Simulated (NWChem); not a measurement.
# C2H4N2Si; SMILES N#C/N=C\[SiH3]

Program: NWChem. Coordinates come from a PBE0/def2-SVP optimisation. Level: PBE0/def2-SVP with SMD (1 M gas to 1 M solution), gas-phase geometry. Reactions with the solvent are ignored.

For solvent water:

| Property | Result |
|---|---|
| solvation free energy (kcal/mol) | -1.0 |
| cavity-dispersion-structure term (kcal/mol) | 5.9 |
| dipole in solution (D) | 5.88 |

Q: How do the values read with solvent toluene instead?

A: The solvation free energy (kcal/mol) is -4.7, the cavity-dispersion-structure term (kcal/mol) comes out as -1.1 and the dipole in solution (D) is 5.10.
